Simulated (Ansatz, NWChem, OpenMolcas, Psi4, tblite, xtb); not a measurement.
## How methods differ on BSiH4O2F (SMILES OB(F)O[SiH3])

BSiH4O2F: 9 atoms, total charge 0, spin state singlet. SMILES: `OB(F)O[SiH3]`. The shape is that of a PBE0-D4/def2-TZVP optimisation. This is one conformer, not always the lowest.

```xyz
9

O    -1.6141    0.5567    0.3940
B    -0.3954    1.1571    0.3527
F    -0.2773    2.4508    0.6579
O     0.7089    0.4669    0.0062
Si    0.9342   -1.1149   -0.4250
H    -2.3225    1.1499    0.6541
H     2.3819   -1.2739   -0.6909
H     0.1545   -1.4276   -1.6478
H     0.5182   -2.0110    0.6818
```

Each level gives the dipole moment (D). The values are calculated.

```
                             level            kind     program  value (D)   CPU time
                          GFN2-xTB  semi-empirical      tblite       1.63  under 2 s
                          GFN1-xTB  semi-empirical      tblite       2.05  under 2 s
                          GFN0-xTB  semi-empirical         xtb       1.35  under 2 s
                         IPEA1-xTB  semi-empirical      tblite       1.98  under 2 s
               HF/ANO-XS-MB (DKH2)    Hartree–Fock  OpenMolcas       1.80      1.6 s
                         HF/STO-3G    Hartree–Fock      NWChem       1.03      2.2 s
                          HF/3-21G    Hartree–Fock      Ansatz       1.79     0.77 s
                       HF/def2-SVP    Hartree–Fock      Ansatz       1.51      2.5 s
   BP86/def2-SVP (density fitting)             GGA        Psi4       1.42       10 s
B3LYP/6-31G* (spherical functions)   global hybrid      Ansatz       1.36      4.8 s
```

The values span 1.03 to 2.05 D. Magnitudes only. Sets without polarisation functions give poor dipoles. Without the sets that lack polarisation functions the rows with a basis span only 1.36 to 1.51 D. Times are those of the runs behind each value, whatever else they computed, on shared processors of several kinds: orders of magnitude only.
